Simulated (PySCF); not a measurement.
Does the structure fit the spectrum?

A compound C$_{3}$H$_{11}$NOSi$_{4}$ gives the data below (simulated from a calculation) and was assigned the structure `CCO[Si]1(C#N)[SiH2][SiH2][SiH2]1`.

¹³C{¹H} NMR (computed): δ 170.4 (C), 149.5 (CH), 135.2 (CH).

¹H NMR (400 MHz, computed): δ 8.03 (m, 1H), 7.45 (m, 1H), 4.78 (d, 2H), 3.74 (d, 6H), 3.36 (m, 1H).

How the numbers were obtained: geometry: GFN2-xTB, shieldings: GIAO PBE0/pcSseg-1, in PySCF 2.14.0 with density-fitted response routines (one averaged value for each set of equivalent atoms, isolated molecule, one conformer, relativity neglected).

Chemical shifts δ = σref − σ; ¹H (σ = 31.72 ppm), ¹³C (σ = 186.93 ppm) vs TMS, all at this level.

(1) Compare with the shifts computed for the proposed structure, pairing carbons in order of shift.

(2) Which isomer fits?

Results:

(1) Numbering as in the mapped SMILES `[CH3:1][CH2:2][O:3][Si:4]1([C:5]#[N:6])[SiH2:7][SiH2:8][SiH2:9]1` (H(Xn): hydrogen on atom n).

```tsv
atom	computed for proposal	given list	difference
C5	124.9	170.4	-45.5
C2	64.1	149.5	-85.4
C1	20.3	135.2	-114.9
```

The rms difference is 86.7 ppm and the largest -114.9 ppm at C1 (methyl carbon). The carbon types in order of shift don't match either: C, CH2, CH3 for the proposal against C, CH, CH in the data. The proposal doesn't fit.

(2) SMILES [SiH3][SiH]([SiH3])[SiH2]c1ncco1.

- Carbon types of the structure: 1 × C, 2 × CH, leaving 9 H on heteroatoms.
- δC 170.4: substituted aromatic carbon next to the ring oxygen.
- δC 149.5: aromatic CH next to the ring oxygen.
- δC 135.2: aromatic CH next to a ring nitrogen.
- δH 7.45: hydrogen on an aromatic CH next to a ring nitrogen; it sits in the deshielding region of the aromatic ring current.

Other isomers checked: CO[Si@@]1(C#N)[SiH2][SiH2][Si@H]1C (rms 102.0 ppm).

This is the structure that produced the data.

Shifts are as computed. Against solution values, carbons near 30 ppm lie about +3 ppm off and those near 130 ppm about +5 ppm. Of 1309 compounds with measured shifts, 239 miss one by over three times the rms of a fit or turn the order of signals round; such compounds aren't used in these exercises. Multiplicities follow the n + 1 count of equivalent neighbours, as no J values were calculated; m marks all less simple cases, F and P coupling included.
